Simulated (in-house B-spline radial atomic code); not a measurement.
A radial electron density 4πr²n(r) was computed for an atom or ion in its tabulated ground configuration with an all-electron radial atomic-structure program (B-spline basis); method: Dirac-Kohn-Sham RPBE, spherical fractional occupations. Columns: r (bohr), 4πr²n(r) (electrons per bohr), bar.

```
0.000756     2.14 #
0.000931    3.044 #
 0.00115    4.328 ##
 0.00141    6.041 ###
 0.00174    8.457 ####
 0.00215    11.75 #####
 0.00264    15.99 #######
 0.00326    21.62 #########
 0.00401    28.59 ############
 0.00494    37.09 ###############
 0.00609    46.91 ###################
 0.00751    57.49 ########################
 0.00925    67.73 ############################
  0.0114    76.27 ################################
   0.014    81.46 ##################################
  0.0173    82.36 ##################################
  0.0213    79.19 #################################
  0.0263    74.45 ###############################
  0.0324    72.61 ##############################
  0.0399    77.64 ################################
  0.0491    89.54 #####################################
  0.0605    102.3 ##########################################
  0.0746    106.1 ############################################
  0.0919    96.97 ########################################
   0.113    83.33 ###################################
    0.14    79.73 #################################
   0.172    88.64 #####################################
   0.212    92.25 ######################################
   0.261    74.87 ###############################
   0.321    48.15 ####################
   0.396    36.14 ###############
   0.488    40.86 #################
   0.601    42.03 #################
   0.741    31.23 #############
   0.913    18.67 ########
    1.12    12.26 #####
    1.39    9.466 ####
    1.71      6.7 ###
     2.1    3.604 #
    2.59    1.362 #
    3.19   0.3716 
    3.94  0.07132 
    4.85  0.00983 
    5.97 0.001055
```

Which atom or ion is it?
A. Pr2+
B. Nd2+
C. Pm+
D. Pm2+

D. The area under the curve, ∫4πr²n dr = ∫r·4πr²n d(ln r) on this logarithmic grid, is 59 electrons, which only this option has. The configuration is [Xe] 4f5.
